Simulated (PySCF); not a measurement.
Fractional electron number in Pb²⁺ (lead, charge +2)

The 6s beta orbital of [Xe] 4f14 5d10 6s2 is emptied in steps (occupation f), with all orbitals relaxed, ending at [Xe] 4f14 5d10 6s1. Calculation: PySCF 2.14, in def2-TZVPPD with the def2 core potential (60 electrons) (7s5p4d2f, 56 functions); scalar relativity through the core potential. The exact energy is a straight line in f; departures are measured from the line between the end points of the same method.

| f | UHF (eV) | LDA (eV) | PBE (eV) | PBE0 (eV) | r2SCAN (eV) | LC-wPBE (eV) | BHandHLYP (eV) | wB97X (eV) | r2SCAN0 (eV) |
| --- | --- | --- | --- | --- | --- | --- | --- | --- | --- |
| 1 | 0.000 | 0.000 | 0.000 | 0.000 | 0.000 | 0.000 | 0.000 | 0.000 | 0.000 |
| 0.75 | 0.061 | -0.898 | -0.887 | -0.644 | -0.803 | -0.114 | -0.428 | -0.199 | -0.585 |
| 0.5 | 0.080 | -1.199 | -1.187 | -0.860 | -1.070 | -0.153 | -0.573 | -0.262 | -0.778 |
| 0.25 | 0.059 | -0.900 | -0.893 | -0.646 | -0.802 | -0.116 | -0.433 | -0.192 | -0.582 |
| 0 | 0.000 | 0.000 | 0.000 | 0.000 | 0.000 | 0.000 | 0.000 | 0.000 | 0.000 |

```
   method  E(f=0) − E(f=1) (eV)  −ε at f=1 (eV)  −ε at f=0.5 (eV)
      UHF                29.764          30.098            29.757
      LDA                32.617          27.840            32.610
      PBE                32.107          27.391            32.091
     PBE0                31.758          28.332            31.751
   r2SCAN                31.849          27.577            31.856
  LC-wPBE                31.560          30.952            31.554
BHandHLYP                31.487          29.218            31.472
    wB97X                31.723          30.661            31.739
  r2SCAN0                31.653          28.537            31.664
```

Orbital energy along the path (eV):

```tsv
f	UHF	LDA	PBE	PBE0	r2SCAN	LC-wPBE	BHandHLYP	wB97X	r2SCAN0
1	-30.098	-27.840	-27.391	-28.332	-27.577	-30.952	-29.218	-30.661	-28.537
0.75	-29.922	-30.216	-29.729	-30.036	-29.703	-31.254	-30.339	-31.198	-30.095
0.5	-29.757	-32.610	-32.091	-31.751	-31.856	-31.554	-31.472	-31.739	-31.664
0.25	-29.602	-35.014	-34.478	-33.477	-33.989	-31.862	-32.627	-32.263	-33.208
0	-29.457	-37.420	-36.879	-35.202	-36.123	-32.189	-33.825	-32.680	-34.747
```

Reference removal energy between the ground levels: 31.937 eV (measured; NIST Atomic Spectra Database, ionization energies). UHF lacks correlation.
